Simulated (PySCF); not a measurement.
# What a mistake does to a calculation on AlBClH2O anion

These are calculations, not measurements. They come from PySCF 2.14.0, an open-source quantum chemistry program, on an isolated molecule that a program drew, which may never have been made. The molecule is AlBClH2O anion (charge -1, singlet), drawn as the SMILES string `[O-][BH][AlH][Cl]`.

Each row is a Hartree-Fock (HF) and frozen-core CCSD(T) single point in the aug-cc-pV(D+d)Z basis, meant for a local HF minimum. Run 1 is clean. Each other run has one planted mistake out of seven kinds, and not every kind appears here: one electron removed, one electron added, multiplicity raised by two, geometry at a saddle point, minimal basis STO-3G, one bond length entered in bohr, all coordinates scaled. The reference is restricted for singlets and unrestricted otherwise, and also for a bond in bohr. Adding or removing an electron swaps singlet and doublet. Electrons count all cores. HOMO and LUMO are orbital energies over both spins, the gradient is its largest component, and the lowest frequency (negative if imaginary) is given only where the gradient is small. Bond lengths are over the 5 bonds as drawn. T1 is the CCSD diagnostic: over 0.02 (restricted) or 0.045 (unrestricted) a single reference is doubtful.

Geometry of the clean run:
```xyz
6
AlBClH2O anion, angstrom
O     1.1292   -1.7143    2.9710
B     0.6330   -1.0170    2.0502
Al    1.6856   -0.7848    0.0268
Cl    3.6111   -1.7147   -0.6028
H    -0.4315   -0.3723    2.0575
H     1.2500    0.0704   -1.2897
```

```
run  electrons  basis functions  <S^2>  HOMO (eV)  LUMO (eV)  gradient (hartree/bohr)  lowest frequency (cm^-1)  mean bond (Å)  longest bond (Å)      T1  HF (hartree)  CCSD(T) (hartree)                 mistake
  1         46              128  0.000      -3.22       3.10                  3.0e-05                        55         1.7305             2.293  0.0183    -802.26264         -802.83197                no fault
  2         45              128  0.802     -10.40      -0.12                  3.4e-02                         -         1.7305             2.293  0.0456    -802.20356         -802.73755    one electron removed
  3         46               30  0.000       1.15      13.43                  3.6e-02                         -         1.7305             2.293  0.0176    -792.93982         -793.10622    minimal basis STO-3G
  4         46              128  0.000      -3.39       3.10                  2.7e-02                         -         1.7651             2.339  0.0190    -802.26062         -802.83259  all coordinates scaled
  5         46              128  2.069      -1.25       3.23                  1.4e-02                         -         1.7305             2.293  0.0329    -802.22598         -802.78018                       ?
```

**Which mistake was planted in run 5, and what did it cost?**

Electrons, basis and geometry are unchanged, and <S^2> is 2.069, beside S(S+1) = 2.00 for a multiplicity of 3. So the mistake is: multiplicity raised by two. Subtracting run 1 and multiplying by 627.51 kcal/mol a hartree, the energy moved by 23.0 kcal/mol in HF and 32.5 kcal/mol in CCSD(T).

Cautions from the logs. Run 2: T1 is over the limit, so its CCSD(T) energy is less reliable; run 3: the HOMO is above zero, so the electron isn't bound and the energy depends on the basis.
